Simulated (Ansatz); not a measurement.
C8H13FHfO2, SMILES `C[O][Hf]1234([CH3])([O]C)[C@@H]5[C@H]1[C@H]2[C@@]3(F)[C@@H]54` at its PBE0-D4/def2-TZVP geometry, where that method's forces vanish. Total charge 0; spin multiplicity 1. Hf takes the def2 core potential.

```xyz
25

C    -0.4458    0.6720    3.1733
O    -0.0090    0.5902    1.8596
Hf    0.2317    0.2326   -0.0105
C     0.4655    2.2874   -0.8852
O     1.9741   -0.5263   -0.2843
C     3.1370   -1.2468   -0.4951
C    -1.5126    0.0255   -1.8421
C    -0.8174   -1.1941   -1.7929
C    -1.1188   -1.8303   -0.5593
C    -2.0403   -0.9992    0.0997
F    -2.5893   -1.2655    1.2829
C    -2.2704    0.1594   -0.6497
H     0.2733    0.1967    3.8499
H    -0.5533    1.7198    3.4742
H    -1.4151    0.1770    3.2978
H     0.7419    2.2714   -1.9452
H    -0.4308    2.9094   -0.7897
H     1.2748    2.7977   -0.3478
H     3.8732   -0.6387   -1.0324
H     3.5826   -1.5579    0.4567
H     2.9410   -2.1472   -1.0905
H    -1.4783    0.7474   -2.6431
H    -0.1478   -1.5786   -2.5477
H    -0.7579   -2.7854   -0.2086
H    -2.9084    0.9836   -0.3700
```

What forces (eV/Å) does PBE-D4/def2-TZVPP give on these atoms in Ansatz? (An estimate is asked.)

Ansatz gave: 
```
C1  -0.063  0.000  0.194
O2   0.132  0.055 -0.199
Hf3 -0.101 -0.027 -0.134
C4  -0.011 -0.087  0.039
O5  -0.155  0.183  0.036
C6   0.164 -0.115 -0.025
C7  -0.038  0.238 -0.223
C8   0.168 -0.174 -0.226
C9   0.146 -0.294  0.035
C10  0.007 -0.002 -0.128
F11 -0.322 -0.158  0.683
C12 -0.209  0.274 -0.005
H13  0.148 -0.100  0.167
H14 -0.029  0.226  0.082
H15 -0.218 -0.104  0.046
H16  0.047 -0.002 -0.198
H17 -0.167  0.114  0.015
H18  0.152  0.095  0.102
H19  0.172  0.120 -0.118
H20  0.116 -0.078  0.200
H21 -0.024 -0.201 -0.132
H22  0.002  0.153 -0.176
H23  0.142 -0.087 -0.165
H24  0.078 -0.203  0.073
H25 -0.138  0.177  0.057
```
